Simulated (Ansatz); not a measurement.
`FCBCl` + H₂S → `SBCl` + fluoromethane at 600 K and 1 bar (ligand exchange at a B–C bond).

Isolated molecules relaxed with PBE0-D4/def2-TZVP in Ansatz; ΔE leaves out vibrations. CCSD(T)/CBS adds triple-zeta CCSD(T) − MP2 to the extrapolated MP2 energy (def2 sets, frozen cores). This one scheme is used for every species. One conformer a species, not always the lowest.

```tsv
species	CCSD(T)/CBS energy (Eh)	H − E (kJ/mol)	S (J/(mol·K))
`FCBCl`	-624.24106	155.3	358.0
H₂S	-398.97279	60.8	230.9
`SBCl`	-883.61129	96.4	327.7
`CF`	-139.63461	127.6	254.6
```

H − E and S are ideal-gas, rigid-rotor, harmonic terms from PBE0-D4/def2-TZVP, for one conformer and one mirror image of each species. 1 Eh = 2625.50 kJ/mol, R = 8.31446 J/(mol·K).

Task: By hand: ΔE, ΔH, ΔS and ΔG.

Result: ΔE = (-883.61129) + (-139.63461) − (-624.24106) − (-398.97279) = -0.03205 Eh = -84.1 kJ/mol. Δ(H − E) = 96.4 + 127.6 − 155.3 − 60.8 = 7.9, so ΔH = -76.2 kJ/mol. ΔS = 327.7 + 254.6 − 358.0 − 230.9 = -6.6 J/(mol·K). ΔG = -76.2 − 600 × (-6.6)/1000 = -72.2 kJ/mol.

Task: By hand: the equilibrium constant, and the temperature at which ΔG would vanish if ΔH and ΔS stayed fixed.

Result: log₁₀ K = −ΔG/(RT ln 10) = 6.3. ΔG = 0 at ΔH/ΔS = 11545 K, far beyond where these terms or the molecules hold.

The number of gas molecules stays the same, so ΔS is small and ΔH decides. A doubt of 5 kJ/mol in ΔE shifts log₁₀ K by 0.4 here. Other conformers and mirror images would add mixing entropy, several J/(mol·K) or more a flexible species. These are equilibria of isolated gas molecules and say nothing of rates. Largest T1 diagnostic: 0.013 (customary marks: 0.02 for closed shells, 0.045 for open ones).
